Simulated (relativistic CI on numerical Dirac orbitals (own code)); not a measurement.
**Spin-allowed bands of a d7 ion in a tetrahedral site, by hand**

Problem. Take Δ = 8750 cm⁻¹ and B = 720 cm⁻¹ for a d7 ion in a tetrahedral site. Calculate the three spin-allowed bands.

Working.
1. The terms of highest spin are 4F (energy 0) and 4P (15B = 10800 cm⁻¹). Here the F term splits into A2 at −1.2Δ = -10500, T2 at −0.2Δ = -1750 and T1 at +0.6Δ = 5250 cm⁻¹.
2. The two T1 states mix through the element 0.4Δ: H = [[5250, 3500], [3500, 10800]], with roots ½(H₁₁ + H₂₂) ∓ ½√[(H₂₂ − H₁₁)² + 4H₁₂²] = ½(16050) ∓ ½(8933) = 3558 and 12492 cm⁻¹.
3. The ground term is 4A2 at -10500 cm⁻¹.
4. Bands: 4T2 8750 cm⁻¹ (1143 nm), 4T1(F) 14058 cm⁻¹ (711 nm), 4T1(P) 22992 cm⁻¹ (435 nm).

Check. Exact diagonalisation of the whole d7 shell with these parameters gives 4T2 8750, 4T1 14058, 4T1 22992 cm⁻¹. The match is exact, since without spin-orbit coupling no other term has this spin. The ratio of the second band to the first, 1.607, depends on Δ/B = 12.2 alone, which is how a Tanabe-Sugano diagram is read.
